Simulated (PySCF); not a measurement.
Isomers of C2H4N2Si. Computed with PBE0-D3(BJ)/def2-SVP geometry optimisation, gas phase (PySCF 2.14.0). One conformer each; no zero-point energy, no entropy. No frequencies were run at this level. Point groups hold within 0.08 Å.

Problem. Rank from lowest to highest electronic energy at this level (kcal/mol).
A. `C(/C#N)=N\[SiH3]`
B. `[CH2:1]=[N:2][SiH2:3][C:4]#[N:5]` with C1–N2–Si3–C4 118°

Solution. B (0.0), A (8.8).

As drawn, the lower has an Si–C bond, which the higher lacks.

```csv
SMILES,E (Eh),E rel (kcal/mol),dipole (D),point group,"A, B, C (MHz)"
C=N[SiH2]C#N,-477.01199,0.0,4.39,C1,"10445, 2202, 1935"
N#C/C=N/[SiH3],-476.99803,8.8,3.75,Cs,"36325, 1536, 1500"
```

Problem. As an exercise, what shares would exp(−E/RT) give at 1000 K from these electronic energies alone (no entropy, no degeneracies)?

Solution. RT = 1.987 kcal/mol: C=N[SiH2]C#N 98.8 %, N#C/C=N/[SiH3] 1.2 %.
